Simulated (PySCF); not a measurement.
GaCl2, SMILES [Cl][Ga+][Cl], charge +1. Atoms are numbered in the order given.

```xyz
3

Ga     0.0000     0.0000     0.0000
Cl     0.0000     0.0000    -2.0207
Cl     0.0000     0.0000     2.0207
```
Charge +1, spin multiplicity 1.

Coordinates come from a r2SCAN-D4/def2-TZVP optimisation. The spin state was assumed, not searched. The isomer is the one that the SMILES or the coordinates give; other isomers of the formula were not compared.

These are PySCF with PBE/def2-TZVPD values and carry that method's errors.

Mulliken values depend strongly on the basis, most of all with diffuse functions as here. ESP charges are fitted to the potential on shells at 1.4 to 2.0 van der Waals radii. Atomic charges (e):

| atom | Mulliken | IAO | ESP fit |
|---|---|---|---|
| Ga1 | 0.94 | 1.02 | 0.66 |
| Cl2 | 0.03 | -0.01 | 0.17 |
| Cl3 | 0.03 | -0.01 | 0.17 |
